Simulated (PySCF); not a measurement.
## C⁺: excitation energy

C⁺ [He] 2s2 2p1 (2P) → C⁺ [He] 2s2 3d1 (2D), as a difference of total energies. Computed with PySCF 2.14 in aug-cc-pCVTZ-DK with one added diffuse shell each of s, p, d, f type (8s7p5d3f, 75 functions), with scalar relativity by spin-free X2C-1e. Correlated levels: valence: 1s2 frozen. The calculations carry no spin-orbit coupling.

```json
{"method": "UHF", "excitation energy (eV)": "17.948"}
{"method": "MP2 (valence)", "excitation energy (eV)": "17.942"}
{"method": "SCS-MP2 (valence)", "excitation energy (eV)": "17.915"}
{"method": "CCSD (valence)", "excitation energy (eV)": "17.930"}
{"method": "CCSD(T) (valence)", "excitation energy (eV)": "17.939"}
```

Errors of the correlated levels include the incompleteness of this basis and the frozen core.

The coupled-cluster amplitudes are large for the upper state (T1 above 0.03 or a double amplitude above 0.15), so a single reference is strained.

For comparison: 18.041 eV (measured; NIST levels, between the centres of gravity of the two terms).
